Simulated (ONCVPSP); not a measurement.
**Mn (Z = 25): excitation energies, all-electron against ONCV**

```
Element                 : Mn
Generator               : ONCVPSP 4.0.1
Type                    : optimised norm-conserving Vanderbilt (ONCV)
Functional              : revPBE
Relativity              : scalar-relativistic
Frozen core             : [Ne]
Valence charge          : 15
Reference configuration : 3s2 3p6 3d5 4s2
Partial waves           : 3s+4s: rc 1.60 bohr, ncon 4, nbas 8, qcut 7.2 1/bohr, 3 projectors, debl 2.7 Ha; 3p: rc 0.90 bohr, ncon 4, nbas 8, qcut 9.4 1/bohr, 2 projectors, debl 3.8 Ha; 3d: rc 1.35 bohr, ncon 4, nbas 8, qcut 11.6 1/bohr, 2 projectors, debl 1 Ha
Local potential         : polynomial inside 0.80 bohr (lpopt 5, dvloc0 2 Ha)
Core correction         : none
```

Energies are relative to the spin-unpolarised reference configuration 3s2 3p6 3d5 4s2; without spin polarisation the order of configurations can differ from experiment.

```
valence configuration  charge  ΔE all-electron (eV)  error AE − PS (meV)
      3s2 3p6 3d5 4s1      +1                 8.331                 -0.1
      3s2 3p6 3d4 4s0      +3                56.185                 +3.6
      3s2 3p6 3d6 4s0      +1                 6.687                  +13
```

(1) What are ΔE and the potential's error for 3s2 3p6 3d5 4s0?

Levels in the configuration 3s2 3p6 3d5 4s1:

```
level  all-electron (eV)  pseudo (eV)
   3s            -94.126      -94.124
   3p            -62.802      -62.805
   3d            -14.824      -14.830
   4s            -11.754      -11.753
```

## Answers

(1) ΔE = 23.772 eV all-electron; the error (AE − PS) is +1.3 meV.
